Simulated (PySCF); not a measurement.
CH5AlOS, SMILES [SH][Al]([CH3])[OH]. Atoms are numbered in the order given.

```xyz
9

Al     0.0975    -0.4142     0.0000
C     -1.3158    -1.7493     0.0000
H     -2.3129    -1.2819     0.0000
H     -1.2514    -2.4020    -0.8864
H     -1.2514    -2.4020     0.8864
O      1.7694    -0.7517     0.0000
H      2.1834    -1.6154     0.0000
S     -0.3648     1.7205     0.0000
H      0.9419     2.0674     0.0000
```
Charge 0, spin multiplicity 1.

Coordinates come from a PBE0-D3(BJ)/def2-SVP optimisation. One conformer was computed; it need not be the lowest.

These are B3LYP/def2-TZVP (PySCF) values and carry that method's errors.

Symmetry labels are those of the subgroup Cs that the program uses (full group Cs).

Computed valence orbital energies around the gap with their symmetry:
```csv
orbital,symmetry,energy (eV)
HOMO−7,A',-11.29
HOMO−6,A",-11.01
HOMO−5,A',-10.91
HOMO−4,A',-9.79
HOMO−3,A",-9.00
HOMO−2,A',-8.96
HOMO−1,A',-7.97
HOMO,A",-7.20
LUMO,A',-0.45
LUMO+1,A",-0.24
LUMO+2,A',0.46
LUMO+3,A',1.16
```
